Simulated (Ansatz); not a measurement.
HfI₃, SMILES [I][Hf+]([I])[I], charge +1, multiplicity 1.

Geometry: B3LYP-D3(BJ)/def2-SVP. The spin state was assumed, not searched. The isomer is the one that the SMILES or the coordinates give; other isomers of the formula were not compared. The def2 effective core potentials stand for the cores of Hf, I; spin–orbit coupling is left out.

Two levels are set side by side: PBE/def2-SVPD (Ansatz, a program for electronic structure) and CAM-B3LYP/def2-SVPD (Ansatz). Energy differences of separate SCF runs at the same geometry; the states with an electron removed or added have multiplicity 2 and 2. Differences are taken from unrounded values.

```
quantity                           CAM-B3LYP
---------------------------------  ---------
vertical ionisation energy (eV)        13.94
vertical electron affinity (eV)         7.18
vertical singlet–triplet gap (eV)       2.46
```

What does PBE give, and how far is it from CAM-B3LYP? (An estimate is asked for; the answer gives what the named calculation found.)


| quantity | PBE | PBE minus CAM-B3LYP |
|---|---|---|
| vertical ionisation energy (eV) | 13.38 | -0.57 |
| vertical electron affinity (eV) | 6.72 | -0.46 |
| vertical singlet–triplet gap (eV) | 2.32 | -0.14 |
